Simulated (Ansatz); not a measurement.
C$_{2}$H$_{9}$AlSSi (`CC[SiH]([AlH2])S`), relaxed with RKS PBE0-D4/def2-TZVP in Ansatz 0.2.0 from a PBE-D4/def2-SVP geometry. The force threshold is 0.005 eV/Å; the program also tests the step.

Charge 0, multiplicity 1.

Start:

```xyz
14

C     1.285   -1.810    0.842
C     0.130   -0.809    1.011
Si    0.258    0.658   -0.196
Al   -1.193    1.051   -2.083
S    -1.657    1.932    0.246
H     1.189   -2.659    1.550
H     2.272   -1.337    1.031
H     1.314   -2.237   -0.182
H     0.099   -0.408    2.047
H    -0.848   -1.308    0.832
H     1.379    1.572    0.247
H    -2.292   -0.081   -2.352
H    -0.900    2.308   -3.027
H    -1.035    3.128    0.035
```

(1) By how much does the energy fall, and how many steps does the optimiser take? (Estimate.)

(2) Which bonds change most? (An estimate is asked.)

(3) Give the relaxed structure. (Estimate.)

## Answers

(1) Computed: 1.25 kcal/mol, in 8 steps, 1 of them rejected.

(2) The calculation gave: Si3–S5 from 2.342 to 2.294 Å; Al4–S5 from 2.533 to 2.505 Å; C2–Si3 from 1.905 to 1.881 Å; S5–H14 from 1.364 to 1.344 Å.

(3) Ansatz gave: 
```xyz
14

C     1.268   -1.789    0.820
C     0.123   -0.798    1.022
Si    0.243    0.658   -0.164
Al   -1.167    1.034   -2.063
S    -1.637    1.912    0.236
H     1.188   -2.631    1.511
H     2.241   -1.320    0.988
H     1.271   -2.196   -0.195
H     0.117   -0.418    2.048
H    -0.840   -1.291    0.861
H     1.352    1.560    0.267
H    -2.258   -0.084   -2.338
H    -0.877    2.277   -3.003
H    -1.025    3.087    0.009
```
